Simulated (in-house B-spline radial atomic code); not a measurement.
A calculation on Si (an excited or competing configuration): its settings, and results tabulated from the run. Method: scalar-relativistic (X2C) TPSSh, spin-polarised, spherical fractional occupations, exact exchange averaged over the configuration, Fermi nucleus of rms radius 3.1224 fm. Calculated with an all-electron radial atomic-structure program (B-spline basis).

Command:
```bash
python run_scf.py task.json out
```
Settings (nuclear radius in fm, mass in u):
```
Z                14
configuration    [He] 2s2 2p5 3s2 3p3
hamiltonian      x2c
method           tpssh
spin_polarised   True
nucleus          fermi
rms_radius       3.1224
atomic_mass      27.97693
speed_of_light   137.035999084
exact_exchange   averaged over the configuration
```

Output (hartree, bohr):
```
 radial grid: 79 intervals, B-splines of order 8, outer radius 50 bohr

 iter        energy (Eh)    residual
    1        -286.377042    2.05e-02
    2        -286.378820    1.08e-03
    3        -286.378827    6.11e-04
    4        -286.378829    3.52e-04
    5        -286.378830    5.62e-05
    6        -286.378830    6.11e-06
    7        -286.378830    8.84e-07
    8        -286.378830    2.09e-07

 total energy                      -286.37883
 kinetic                             287.2073
 electron-nucleus                   -678.0173
 Hartree                             124.5264
 exact exchange                       -1.8789
 exchange-correlation                -18.2163

 orbital      occ     eigenvalue          <r>       <r^2>       <1/r>       r_max
 1s up      1.000       -67.2551     0.110985   0.0165963     13.7037     0.07246
 1s down    1.000       -67.1702     0.110864   0.0165555     13.7139     0.07244
 2s up      1.000        -5.9973     0.550005    0.359917     2.67053      0.4459
 2s down    1.000        -5.8377     0.552922    0.363678     2.65104      0.4477
 2p up      3.000        -4.3687     0.512342     0.32806     2.55314      0.3772
 2p down    2.000        -4.2094     0.516567    0.333612     2.53538      0.3797
 3s up      1.000        -0.5616      1.96459     4.46335    0.691192       1.644
 3s down    1.000        -0.4235      2.02368     4.78563    0.677053        1.66
 3p up      3.000        -0.2543      2.34417     6.52492    0.573159       1.857
```

Cost of the run: 0.36 s on 1 thread of Intel(R) Xeon(R) Platinum 8259CL CPU @ 2.50GHz, with other jobs on the host.
